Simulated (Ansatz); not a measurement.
Cost and result for the atomization energy of `BB[SiH](O)C=N` (13 atoms, 12 bonds).

```xyz
13

B    -1.216   -1.898    1.473
B    -1.361   -0.875    0.239
Si   -0.184    0.758    0.182
O     1.031    0.790    1.288
C     0.717    0.915   -1.481
N     1.983    0.980   -1.389
H    -0.444   -2.817    1.432
H    -1.814   -1.755    2.504
H    -2.133   -0.972   -0.674
H    -1.096    1.934    0.328
H     1.879    0.918    0.839
H     0.193    0.951   -2.446
H     2.445    1.072   -2.295
```

Total charge 0; spin multiplicity 1. All single points use the PBE0-D4/def2-TZVP geometry. It is one conformer, not always the lowest. Program: Ansatz. All runs use 4 threads of an Arm Neoverse V1 on a shared host. Times are those of one run each, without the atoms' runs, and a repeat can differ threefold. Electronic energies, without spin–orbit coupling; frozen cores. CCSD(T)/CBS adds CCSD(T) − MP2 in def2-TZVPP to the MP2 limit, and its time is that of the two runs behind it. T1 = 0.014. B3LYP takes the VWN-RPA correlation (the form of Gaussian; ORCA's B3LYP/G).

CCSD(T)/CBS is a level of theory with its own doubt, some kJ/mol a heavy atom from the limit and from the frozen cores, so smaller differences don't rank the functionals.

```json
{"level": "PBE-D4/def2-TZVPP (with forces)", "functions": "295", "wall time": "3.3 s"}
{"level": "PBE0-D4/def2-TZVPP", "functions": "295", "wall time": "3.9 s"}
{"level": "r2SCAN-D4/def2-TZVPP (with forces)", "functions": "295", "wall time": "6 s"}
{"level": "B3LYP-D4/def2-TZVPP (with forces)", "functions": "295", "wall time": "6.5 s"}
{"level": "B2PLYP/def2-TZVPP", "functions": "295", "wall time": "8 s"}
{"level": "ωB97X-V/def2-TZVPP", "functions": "295", "wall time": "11 s"}
{"level": "ωB97M-V/def2-TZVPP (with forces)", "functions": "295", "wall time": "16 s"}
{"level": "MP2/def2-QZVPP", "functions": "565", "wall time": "36 s"}
{"level": "CCSD(T)/def2-TZVPP", "functions": "295", "wall time": "16 min"}
{"level": "CCSD(T)/CBS(def2)", "functions": "–", "wall time": "16 min"}
```

(1) What atomization energy does each give, and how far from CCSD(T)/CBS? (An estimate is asked.)

## Answers

(1) Ansatz gave: 
```csv
level,atomization (kJ/mol),difference from CCSD(T)/CBS,per bond
PBE-D4/def2-TZVPP (with forces),4822.6,126.0,10.5
PBE0-D4/def2-TZVPP,4726.9,30.3,2.5
r2SCAN-D4/def2-TZVPP (with forces),4742.0,45.4,3.8
B3LYP-D4/def2-TZVPP (with forces),4740.7,44.1,3.7
B2PLYP/def2-TZVPP,4674.2,-22.4,-1.9
ωB97X-V/def2-TZVPP,4737.8,41.2,3.4
ωB97M-V/def2-TZVPP (with forces),4738.0,41.4,3.5
MP2/def2-QZVPP,4722.0,25.4,2.1
CCSD(T)/def2-TZVPP,4567.3,-129.3,-10.8
CCSD(T)/CBS(def2),4696.6,0.0,0.0
```

From PBE to PBE0 (25 % exact exchange), in def2-TZVPP and without D4, the atomization energy moves by −91.7 kJ/mol: exact exchange takes away binding that semilocal exchange gives to molecules. The D4 term adds +43.6 kJ/mol with B3LYP and +23.1 kJ/mol with PBE0; it sums over pairs of atoms, weighted by their polarisabilities, and B3LYP, whose exchange is more repulsive, gets the larger term. In def2-TZVPP, CCSD(T) changes the Hartree–Fock value by +1142.9 kJ/mol (the triples alone add +71.7 kJ/mol) and MP2 by +1220.7 kJ/mol; breaking electron pairs costs correlation energy, which Hartree–Fock lacks.
